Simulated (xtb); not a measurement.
xtb input (GFN1-xTB):

```bash
xtb mol.xyz --gfn 1 --sp --chrg 0 --uhf 0
```
mol.xyz:
```
8

Si     0.00072632    -0.00029779    -0.01695534
F     -0.06775515     0.02777937     1.58169715
O     -0.79227925     1.28866523    -0.60390241
O      1.55523161     0.04905840    -0.48157087
O     -0.69276481    -1.36650028    -0.55300679
H     -0.50099313     2.16952486    -0.35688671
H      2.15183597    -0.64594437    -0.19379937
H     -1.61271539    -1.53921261    -0.33937293
```

End of the output:

```
         :::::::::::::::::::::::::::::::::::::::::::::::::::::
         ::                     SUMMARY                     ::
         :::::::::::::::::::::::::::::::::::::::::::::::::::::
         :: total energy             -22.985725374332 Eh    ::
         :: gradient norm              0.033941656770 Eh/a0 ::
         :: HOMO-LUMO gap              9.656331534449 eV    ::
         ::.................................................::
         :: SCC energy               -23.103163782490 Eh    ::
         :: -> electrostatic           0.122238273846 Eh    ::
         :: repulsion energy           0.119386980527 Eh    ::
         :: dispersion energy         -0.001948572368 Eh    ::
         :: halogen bond corr.         0.000000000000 Eh    ::
         :: add. restraining           0.000000000000 Eh    ::
         :: total charge               0.000000000000 e     ::
         :::::::::::::::::::::::::::::::::::::::::::::::::::::

           -------------------------------------------------
          |                Property Printout                |
           -------------------------------------------------

    * Orbital Energies and Occupations

         #    Occupation            Energy/Eh            Energy/eV
      -------------------------------------------------------------
         1        2.0000           -0.8058637             -21.9287
       ...           ...                  ...                  ...
         4        2.0000           -0.7532665             -20.4974
         5        2.0000           -0.6275945             -17.0777
         6        2.0000           -0.6018713             -16.3778
         7        2.0000           -0.6018713             -16.3778
         8        2.0000           -0.5570783             -15.1589
         9        2.0000           -0.5412936             -14.7293
        10        2.0000           -0.5412936             -14.7293
        11        2.0000           -0.5230956             -14.2342
        12        2.0000           -0.5230956             -14.2342
        13        2.0000           -0.5187634             -14.1163
        14        2.0000           -0.4997340             -13.5985
        15        2.0000           -0.4946370             -13.4598
        16        2.0000           -0.4946370             -13.4598 (HOMO)
        17                         -0.1397733              -3.8034 (LUMO)
        18                         -0.1121457              -3.0516
Note: The following floating-point exceptions are signalling: IEEE_DENORMAL
normal termination of xtb
        19                         -0.1121457              -3.0516
        20                          0.0115872               0.3153
        21                          0.0400742               1.0905
        22                          0.0400742               1.0905
        23                          0.1167734               3.1776
        24                          0.2570677               6.9952
        25                          0.2570677               6.9952
        26                          0.4108062              11.1786
        27                          0.4463467              12.1457
       ...                                ...                  ...
        31                          1.3169337              35.8356
      -------------------------------------------------------------
                  HL-Gap            0.3548637 Eh            9.6563 eV
             Fermi-level           -0.3172052 Eh           -8.6316 eV

  Mulliken/CM5 charges         n(s)   n(p)   n(d)
     1Si    0.67058  0.61745   0.728  1.296  1.306
     2F    -0.27083 -0.24785   1.758  5.513  0.000
     3O    -0.49895 -0.66982   1.643  4.856  0.000
     4O    -0.49895 -0.66982   1.643  4.856  0.000
     5O    -0.49895 -0.66982   1.643  4.856  0.000
     6H     0.36570  0.54662   0.634  0.000  0.000
     7H     0.36570  0.54662   0.634  0.000  0.000
     8H     0.36570  0.54662   0.634  0.000  0.000

Wiberg/Mayer (AO) data.
largest (>0.10) Wiberg bond orders for each atom

 ---------------------------------------------------------------------------
     #   Z sym  total        # sym  WBO       # sym  WBO       # sym  WBO
 ---------------------------------------------------------------------------
     1  14 Si   5.221 --     4 O    1.334     5 O    1.334     3 O    1.334
                             2 F    1.150
     2   9 F    1.242 --     1 Si   1.150
     3   8 O    2.239 --     1 Si   1.334     6 H    0.835
     4   8 O    2.239 --     1 Si   1.334     7 H    0.835
     5   8 O    2.239 --     1 Si   1.334     8 H    0.835
     6   1 H    0.871 --     3 O    0.835
     7   1 H    0.871 --     4 O    0.835
     8   1 H    0.871 --     5 O    0.835
 ---------------------------------------------------------------------------

Topologies differ in total number of bonds
Writing topology from bond orders to xtbtopo.mol

 dipole moment from electron density (au)
     X       Y       Z
  -0.0162   0.0067   0.3787  total (Debye):    0.964

           -------------------------------------------------
          | TOTAL ENERGY              -22.985725374332 Eh   |
          | GRADIENT NORM               0.033941656770 Eh/α |
          | HOMO-LUMO GAP               9.656331534449 eV   |
           -------------------------------------------------

------------------------------------------------------------------------
------------------------------------------------------------------------
 total:
 SCF:
```
